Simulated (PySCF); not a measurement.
Species: C₆H₉SSi (doublet state).
Z-matrix (Å and degrees, GFN2-xTB geometry), rows numbered from 1:
```
Si
S   1  2.1530
C   2  1.7581  1   98.95
C   3  1.5475  2  130.56  1    69.02
C   4  1.4598  3   88.76  2  -125.01
C   5  1.5014  4   90.63  3   -23.43
C   6  1.5406  3   88.03  2  -132.98
C   3  1.4912  2  134.06  1   154.39
H   1  1.4575  2  108.04  3    59.01
H   1  1.4507  2  102.32  3   179.00
H   1  1.4575  2  107.81  3   -60.96
H   4  1.0762  3  128.62  8  -107.45
H   5  1.0731  4  125.03  3   112.90
H   6  1.0834  3  126.41  2    -4.78
H   7  1.0899  6  116.06  3  -139.32
H   7  1.0874  6  113.00  3    91.36
H   8  1.0767  3  127.50  4   109.38
```

The hyperfine couplings belong to this conformer and change with its torsions.

The species is `[SiH3]S[C@]12[C@@H]3[CH][C@H]1C[C@@H]32` [radical].

Method used: UKS B3LYP, pcH-1 on C H S Si, non-relativistic, mean-field spin-orbit, GIAO in PySCF. Geometry: GFN2-xTB, one conformer, isolated molecule. A GFN2-xTB geometry isn't a minimum of the functional, and hyperfine couplings can be far from their values at a DFT geometry. The SCF solution wasn't tested for stability.

Give the principal g shifts and their parts.

```csv
Δg (ppm),1,2,3
relativistic mass correction,-163,-163,-163
gauge correction,11,14,35
orbital Zeeman/spin–orbit,-1306,307,694
total,-1458,157,566
```

So g = 2.00086, 2.00248, 2.00288 and g_iso = 2.00207; the tensor is rhombic: the two nearest values differ by 20 % of g3 − g1. 

What effective moment and Curie constant follow for a powder?

With the mean of g² = 4.0083 and S(S+1) = 0.75: μ_eff = √(⟨g²⟩S(S+1)) = 1.734 μB and χT = 0.12505·⟨g²⟩·S(S+1) = 0.376 cm³ K/mol (cgs; spin-Hamiltonian part alone).

At 33.868 GHz, how far is the centre of the isotropic spectrum from where a free electron (g = 2.002319) resonates?

B = hν/(g μB) with μB/h = 13.99624 MHz/mT gives 1208.49 mT for the free electron and 1208.64 mT at g_iso, 0.15 mT higher.

What are the electron Larmor frequencies g μB B/h along the three axes at 350 mT?

9.8016, 9.8095, 9.8115 GHz for g1, g2 and g3, a range of 9.9 MHz.

In a frozen sample, at which fields do the three g values resonate at 9.5, 34, 94 and 263 GHz (hyperfine left aside), and which band first spreads them over more than twice a line width of 0.5 mT?

```csv
band,GHz,B(g3) mT,B(g2) mT,B(g1) mT,spread mT
X,9.5,338.89,338.96,339.23,0.34
Q,34.0,1212.86,1213.11,1214.09,1.23
W,94.0,3353.21,3353.89,3356.60,3.39
J,263.0,9381.84,9383.76,9391.33,9.49
```

The spread grows in proportion to the frequency. Q band is the first where it exceeds 1.0 mT.

The Mulliken spin populations are largest on C5 (+0.93) and C3 (+0.12). No atom but C5 exceeds +0.15. The angles at C5 add up to 341.5°, so it is pyramidal.

The HOMO–LUMO gaps are 4.75 eV among the α and 5.15 eV among the β orbitals.
